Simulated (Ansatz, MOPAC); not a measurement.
Molecule: BeH2, charge 0, multiplicity 1. SMILES: [BeH2]

Atoms: Be1, H2, H3. Bonds: Be1-H2, Be1-H3.

Bond lengths (Å) and angles (degrees) optimised at AM1 with MOPAC; PM6 with MOPAC; PBE/6-31G* with Ansatz (a quantum-chemistry and plane-wave program); B3LYP/LANL2DZ with Ansatz, each started from the B3LYP-D3(BJ)/def2-TZVP structure (Ansatz) of the last column. A row stands for all coordinates that are equal there. 6-31G* holds six Cartesian d functions. No wavenumbers were computed at PBE/6-31G*, B3LYP/LANL2DZ, so these may be saddle points.

```csv
coordinate,AM1,PM6,PBE/6-31G*,B3LYP/LANL2DZ,B3LYP-D3(BJ)/def2-TZVP
Be1-H2,1.404,1.322,1.342,1.331,1.330
H2-Be1-H3,180.0,180.0,180.0,180.0,180.0
```

Mean signed difference of all 2 bond lengths from B3LYP-D3(BJ)/def2-TZVP: AM1 0.074 Å, PM6 -0.008 Å, PBE/6-31G* 0.012 Å, B3LYP/LANL2DZ 0.001 Å.
